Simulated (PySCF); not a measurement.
## Fractional electron number in Cu²⁺ (copper, charge +2)

The 3d beta orbital of [Ar] 3d9 is emptied in steps (occupation f), with all orbitals relaxed, ending at [Ar] 3d8. Computed with PySCF 2.14 in aug-cc-pVTZ-PP with ECP10MDF, with scalar relativity through the core potential. The exact energy is a straight line in f; departures are measured from the line between the end points of the same method.

```json
{"f": "1", "PBE0 (eV)": "0.000", "r2SCAN (eV)": "0.000", "LC-wPBE (eV)": "0.000"}
{"f": "0.9", "PBE0 (eV)": "-0.501", "r2SCAN (eV)": "-0.712", "LC-wPBE (eV)": "-0.292"}
{"f": "0.7", "PBE0 (eV)": "-1.178", "r2SCAN (eV)": "-1.664", "LC-wPBE (eV)": "-0.688"}
{"f": "0.5", "PBE0 (eV)": "-1.410", "r2SCAN (eV)": "-1.982", "LC-wPBE (eV)": "-0.827"}
{"f": "0.3", "PBE0 (eV)": "-1.191", "r2SCAN (eV)": "-1.665", "LC-wPBE (eV)": "-0.701"}
{"f": "0.1", "PBE0 (eV)": "-0.514", "r2SCAN (eV)": "-0.713", "LC-wPBE (eV)": "-0.303"}
{"f": "0", "PBE0 (eV)": "0.000", "r2SCAN (eV)": "0.000", "LC-wPBE (eV)": "0.000"}
```

```csv
method,E(f=0) − E(f=1) (eV),−ε at f=1 (eV),−ε at f=0.5 (eV)
PBE0,36.714,31.163,36.674
r2SCAN,36.153,28.255,36.150
LC-wPBE,37.075,33.851,37.039
```

Orbital energy along the path (eV):

```csv
f,PBE0,r2SCAN,LC-wPBE
1,-31.163,-28.255,-33.851
0.9,-32.240,-29.818,-34.464
0.7,-34.435,-32.974,-35.731
0.5,-36.674,-36.150,-37.039
0.3,-38.949,-39.328,-38.378
0.1,-41.264,-42.495,-39.753
0,-42.440,-44.066,-40.461
```

Reference removal energy between the ground levels: 36.841 ± 0.012 eV (measured; NIST Atomic Spectra Database, ionization energies). The calculation has no spin-orbit coupling. The determinant left behind need not be the lowest term of the ion.
